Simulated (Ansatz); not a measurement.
Consider the ligand exchange at the Si–N bond: `[SiH3]N[SiH2]S` + `[OH][Al]([Cl])[Cl]` → `[SiH3][O][Al]([Cl])[Cl]` + `N[SiH2]S`.

Program: Ansatz. Geometries: PBE0-D4/def2-TZVP. ΔE: electronic, gas phase. CCSD(T)/CBS adds triple-zeta CCSD(T) − MP2 to the extrapolated MP2 energy (def2 sets, frozen cores). DFT in def2-TZVPP. B3LYP here is the variant with VWN-RPA as its local correlation; programs differ in this. One conformer a species, not always the lowest.

```tsv
level	ΔE (eV)
PBE0-D4	-0.46
ωB97X-V	-0.51
PBE	-0.45
r2SCAN	-0.51
B3LYP	-0.57
CCSD(T)/def2-TZVPP	-0.50
MP2/def2-QZVPP	-0.50
MP2/CBS(def2)	-0.50
```

Q: What does CCSD(T)/CBS give? (An estimate is asked.)

A: Ansatz gave: -0.51 eV. The listed levels differ from it by 0.05, 0.00, 0.06, 0.00, -0.06, 0.01, 0.01, 0.01 eV.

Largest T1 diagnostic among the species: 0.011.

From PBE to PBE0 (25 % exact exchange), in def2-TZVPP and without D4, ΔE moves by −0.04 eV. The D4 term adds +0.04 eV with B3LYP and +0.02 eV with PBE0; it sums over pairs of atoms, weighted by their polarisabilities, and B3LYP, whose exchange is more repulsive, gets the larger term.
